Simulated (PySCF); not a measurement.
## Radial density of N (nitrogen, neutral)

r2SCANh, [He] 2s1 2p4, high-spin 4P determinant (an excited configuration). Computed with PySCF 2.14 in aug-cc-pVQZ (6s5p4d3f2g, 80 functions), with no relativity, point nucleus.

| r (bohr) | 4πr²ρ (e/bohr) | 4πr²(ρα − ρβ) |
| --- | --- | --- |
| 0.00356 | 0.03055 | 0.0008 |
| 0.00599 | 0.08342 | 0.0022 |
| 0.0101 | 0.2231 | 0.0059 |
| 0.0169 | 0.5732 | 0.0150 |
| 0.0285 | 1.381 | 0.0360 |
| 0.0479 | 2.984 | 0.0769 |
| 0.0806 | 5.383 | 0.1355 |
| 0.136 | 7.228 | 0.1780 |
| 0.228 | 6.085 | 0.2011 |
| 0.383 | 3.060 | 0.5544 |
| 0.645 | 2.714 | 1.6725 |
| 1.08 | 3.265 | 2.2107 |
| 1.82 | 1.662 | 0.9657 |
| 3.07 | 0.2830 | 0.0775 |
| 5.16 | 0.01375 | -0.0035 |
| 8.68 | 0.0001950 | -0.0002 |

(1) Where is the radial spin density 4πr²(ρα − ρβ) most negative, and why is it negative at all?

## Answers

(1) Around r = 5.16 bohr, down to -0.0035 e/bohr: exchange with the open shell polarises the paired shells in an unrestricted calculation.
